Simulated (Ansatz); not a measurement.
A nudged elastic band was laid between two geometries of C₂H₉AlN₂O₂ (16 atoms, charge 0, multiplicity 1).

Level of theory: RKS LDA/def2-SVP (Ansatz).

- movable images: 5
- climbing image: yes
- spring: 50.0 eV/Å²
- optimiser: quadratic models (default)
- start path: IDPP
- force threshold: 0.05 eV/Å
- iteration limit: 60
- end points: relaxed

First end point:

```xyz
16
Properties=species:S:1:pos:R:3
C 0.731 0.356 1.777
N 0.448 -0.174 0.484
Al 0.978 -1.468 -0.746
C -0.537 0.452 -0.280
N -0.325 -0.183 -1.628
O -0.418 1.825 -0.384
O -1.864 0.202 0.114
H -0.015 0.077 2.565
H 0.771 1.472 1.742
H 1.721 0.002 2.136
H 0.270 -2.915 -0.660
H 2.441 -1.350 -1.405
H 0.106 0.518 -2.253
H -1.231 -0.475 -2.027
H -1.289 2.189 -0.127
H -1.811 -0.550 0.738
```

Last end point:

```xyz
16
Properties=species:S:1:pos:R:3
C 1.144 0.414 1.327
N 0.552 -0.130 0.129
Al 1.466 -1.256 -0.914
C -0.815 0.277 -0.038
N -1.402 -0.172 -1.261
O -0.888 1.677 0.004
O -1.574 -0.229 1.022
H 0.549 0.119 2.222
H 1.166 1.527 1.286
H 2.184 0.043 1.455
H 0.832 -1.751 -2.299
H 2.932 -1.628 -0.406
H -0.718 -0.310 -2.019
H -1.933 -1.036 -1.103
H -1.486 1.877 -0.747
H -2.030 0.555 1.386
```

Problem. Which bonds break or form, and what moves?

Solution. Bonds broken: Al3–N5.

Problem. What energy profile does the band end with?

Solution. The forces met the threshold. The highest image is number 4 of 0 to 6, 0.91 eV above the first end and 0.08 eV above the last; the last end lies 0.83 eV above the first. Another band between the same ends (5 images) ends at a top of the same energy, where a vibrational analysis finds 1 clearly imaginary mode. The orbitals stay closed-shell, which can raise the energy where a bond breaks towards radicals; this wasn't checked here.

```json
{"image": "0", "path coordinate (Å)": "0.00", "energy (eV)": "0.00", "Al3–N5 (Å)": "2.03"}
{"image": "1", "path coordinate (Å)": "0.89", "energy (eV)": "0.09", "Al3–N5 (Å)": "2.05"}
{"image": "2", "path coordinate (Å)": "1.78", "energy (eV)": "0.41", "Al3–N5 (Å)": "2.17"}
{"image": "3", "path coordinate (Å)": "2.68", "energy (eV)": "0.72", "Al3–N5 (Å)": "2.43"}
{"image": "4", "path coordinate (Å)": "3.57", "energy (eV)": "0.91", "Al3–N5 (Å)": "2.91"}
{"image": "5", "path coordinate (Å)": "4.36", "energy (eV)": "0.86", "Al3–N5 (Å)": "3.09"}
{"image": "6", "path coordinate (Å)": "5.15", "energy (eV)": "0.83", "Al3–N5 (Å)": "3.09"}
```

Problem. What is the geometry of the highest image?

Solution. 
```xyz
16
Properties=species:S:1:pos:R:3
C 1.032 0.350 1.414
N 0.496 -0.161 0.184
Al 1.337 -1.371 -0.841
C -0.789 0.367 -0.192
N -1.219 -0.120 -1.442
O -0.645 1.756 -0.226
O -1.779 -0.009 0.719
H 0.397 0.093 2.306
H 1.122 1.460 1.388
H 2.032 -0.091 1.613
H 0.893 -1.984 -2.246
H 2.715 -1.809 -0.145
H -0.877 0.321 -2.293
H -1.823 -0.938 -1.485
H -1.555 2.103 -0.314
H -1.360 0.012 1.604
```

The band took 24 iterations and of the order of 10 core-minutes.

Time of the run: 5.2 min on 2 threads of Arm Neoverse V1, on a shared host, peak memory 0.2 GiB.
